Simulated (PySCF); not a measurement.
UHF on Pt (platinum, neutral)

Configuration: [Xe] 4f14 5d9 6p1, one real determinant (an excited configuration). Calculation: PySCF 2.14, in def2-TZVPPD with the def2 core potential (60 electrons) (6s5p3d2f1g, 59 functions); a scalar-relativistic core potential.

| Item | Value |
| --- | --- |
| Total energy | -118.250245 hartree |
| One-electron energy | -207.0480 hartree |
| Hartree (Coulomb) energy | 99.5951 hartree |
| Exchange energy | -10.7973 hartree |
| ⟨S²⟩ | 2.0022 |
| ⟨L²⟩ | 8.170 |
| Sum of ⟨r⟩ | 28.68 bohr |
| Sum of ⟨r²⟩ | 68.06 bohr² |
| Traceless quadrupole moment −½Σ⟨3z² − r²⟩ along its main axis | -10.9 e·bohr² |

```json
{"shell": "5s α", "electrons": "1", "mean orbital energy (eV)": "-123.74", "spread (eV)": "0", "rms radius, mean of both spins (bohr)": "1.04"}
{"shell": "5s β", "electrons": "1", "mean orbital energy (eV)": "-122.28", "spread (eV)": "0", "rms radius, mean of both spins (bohr)": "1.04"}
{"shell": "5p α", "electrons": "3", "mean orbital energy (eV)": "-72.438", "spread (eV)": "1.321", "rms radius, mean of both spins (bohr)": "1.20"}
{"shell": "5p β", "electrons": "3", "mean orbital energy (eV)": "-70.434", "spread (eV)": "1.235", "rms radius, mean of both spins (bohr)": "1.20"}
{"shell": "5d α", "electrons": "5", "mean orbital energy (eV)": "-14.104", "spread (eV)": "1.572", "rms radius, mean of both spins (bohr)": "1.80"}
{"shell": "5d β", "electrons": "4", "mean orbital energy (eV)": "-13.160", "spread (eV)": "0.655", "rms radius, mean of both spins (bohr)": "1.80"}
{"shell": "6p α", "electrons": "1", "mean orbital energy (eV)": "-3.648", "spread (eV)": "0", "rms radius, mean of both spins (bohr)": "5.31"}
```

⟨L²⟩ = 8.17 against 12 for a pure F term, so this real determinant mixes terms. Energies and moments cover only the electrons outside the core potential. Spin-orbit coupling, absent here, splits the open shell strongly.
